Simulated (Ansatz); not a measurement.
Consider the formal exchange of groups at the Si–C bond: `OC(O)(O)[SiH3]` + `CO[SiH](F)[SiH3]` → `F[SiH]([SiH3])O[SiH3]` + `CC(O)(O)O`.

Gas-phase electronic energies from Ansatz, PBE0-D4/def2-TZVP geometries. CBS: MP2 limit from def2 TZ/QZ plus the TZ coupled-cluster correction, frozen cores. Functionals use def2-TZVPP. B3LYP here is the variant with VWN-RPA as its local correlation; programs differ in this. Each species was taken in one conformer, which may not be the lowest.

`OC(O)(O)[SiH3]`:

Cartesian coordinates in Å:
```
O 1.476 -0.593 0.023
C 0.112 -0.371 0.315
O -0.520 -1.586 0.039
O -0.086 -0.067 1.647
Si -0.630 1.062 -0.738
H 1.966 0.197 0.274
H -0.017 -2.021 -0.656
H 0.101 -0.872 2.151
H -2.048 1.295 -0.374
H 0.167 2.298 -0.518
H -0.522 0.659 -2.163
```

`CO[SiH](F)[SiH3]`:

Cartesian coordinates in Å:
```
C -1.865 0.932 -0.943
O -0.941 0.021 -0.383
Si 0.468 0.433 0.324
F 0.198 1.176 1.720
Si 1.637 -1.554 0.713
H -1.357 1.757 -1.454
H -2.478 0.395 -1.669
H -2.516 1.344 -0.167
H 1.172 1.439 -0.519
H 1.953 -2.204 -0.587
H 2.910 -1.260 1.423
H 0.819 -2.479 1.541
```

`F[SiH]([SiH3])O[SiH3]`:

Cartesian coordinates in Å:
```
F -1.500 -1.487 1.220
Si -0.931 -0.915 -0.163
Si 1.311 -1.579 -0.355
O -1.067 0.703 -0.151
Si -0.478 2.145 0.363
H -1.816 -1.431 -1.234
H 1.884 -1.029 -1.613
H 1.401 -3.063 -0.393
H 2.101 -1.070 0.798
H -0.788 3.165 -0.666
H 0.995 2.047 0.544
H -1.112 2.515 1.651
```

`CC(O)(O)O`:

```xyz
11

C    -0.050    0.799    0.843
C     0.094   -0.277   -0.215
O    -0.976   -0.119   -1.105
O     0.109   -1.559    0.324
O     1.313   -0.209   -0.884
H    -0.026    1.790    0.386
H     0.768    0.707    1.556
H    -1.003    0.695    1.366
H    -0.871   -0.807   -1.772
H    -0.722   -1.679    0.793
H     1.363    0.659   -1.293
```

```tsv
level	ΔE (kJ/mol)	difference from CCSD(T)/CBS
r2SCAN-D4	-201.3	6.6
B3LYP-D4	-195.5	12.4
ωB97X-V	-199.3	8.6
ωB97M-V	-201.4	6.5
B2PLYP	-202.6	5.3
PBE	-179.4	28.5
r2SCAN	-200.9	7.0
PBE0	-193.8	14.1
MP2/def2-TZVPP	-214.3	-6.4
CCSD/def2-TZVPP	-209.9	-2.0
CCSD(T)/def2-TZVPP	-206.5	1.4
HF/def2-QZVPP	-223.6	-15.7
SCS-MP2/def2-QZVPP	-213.6	-5.7
HF/CBS(def2)	-223.8	-15.9
MP2/CBS(def2)	-215.7	-7.8
CCSD/CBS(def2)	-211.3	-3.4
CCSD(T)/CBS	-207.9	0
```

Largest T1 diagnostic among the species: 0.013.

In def2-TZVPP, CCSD(T) changes the Hartree–Fock value by +15.4 kJ/mol (the triples alone add +3.4 kJ/mol) and MP2 by +7.6 kJ/mol. From PBE to PBE0 (25 % exact exchange), in def2-TZVPP and without D4, ΔE moves by −14.4 kJ/mol.
